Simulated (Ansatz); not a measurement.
C$_{2}$H$_{7}$GaN$_{2}$, SMILES `C[N]1C[NH][GaH]1`. Charge 0, multiplicity 1.

```xyz
12

C    -0.183   -1.418   -0.971
N    -0.077   -0.412    0.036
C    -0.193    0.992   -0.317
N     0.361    1.636    0.870
Ga    0.577   -0.005    1.704
H     0.551   -1.286   -1.781
H    -1.179   -1.434   -1.436
H    -0.015   -2.404   -0.534
H    -1.237    1.289   -0.513
H     0.393    1.223   -1.223
H    -0.072    2.495    1.168
H     1.075   -0.676    2.997
```

(1) What are the harmonic wavenumbers in cm⁻¹ at PBE0-D4/def2-TZVP (Ansatz, finite differences of forces, unscaled)? (Best estimate.)

(2) Is this a minimum?

(3) Give the ideal-gas thermochemistry at 298.15 K and 1 bar (rigid rotor, harmonic oscillator; point group C1, symmetry number 1).

## Answers

(1) Computed: 129, 182, 261, 292, 377, 463, 506, 530, 558, 752, 984, 1033, 1075, 1129, 1169, 1188, 1267, 1298, 1365, 1448, 1473, 1505, 1524, 2062, 2942, 2962, 2974, 3009, 3111, 3646.

(2) Yes, all 30 modes are real.

(3) Zero-point energy 246.5 kJ/mol; H(298) − E = 266.1 kJ/mol; entropy 334.1 J/(mol·K), of which translation 169.4, rotation 111.5, vibration 53.2; G(298) − E = 166.4 kJ/mol.
